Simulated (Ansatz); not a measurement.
**RuO (charge +1): shapes and states compared**

Calculated in Ansatz's Gaussian-basis code. Basis cc-pwCVTZ-PP on Ru, cc-pVTZ on O, scalar-relativistic core potentials (28 electrons on Ru), no spin–orbit coupling, 1 orbital frozen in the corrections; active space CAS(13,10), shells under the valence barred from it. Restricted Hartree–Fock, then the lowest state-specific CASSCF solution met for each case. Coupled cluster stands on the determinant that it favours, not always the lowest RHF. On stretched bonds single-reference methods can fail or change state. Solutions in different active orbitals can move differences by tenths of an eV and at times more than 1 eV.

Case A, quartet: bond length 1.7160 Å.

Case B, sextet: the shape of A.

Energy less that of case A, in eV:

| case | RHF/ROHF | CASSCF | CCSD(T) |
| --- | --- | --- | --- |
| B | -0.610 | +0.648 | +0.232 |

Question: What does SC-NEVPT2 give for these differences?

Answer: B: +0.312 eV (7.2 kcal/mol).

Question: Which case is lowest, and do the methods agree?

Answer: A is lowest in SC-NEVPT2. RHF/ROHF puts B lowest.
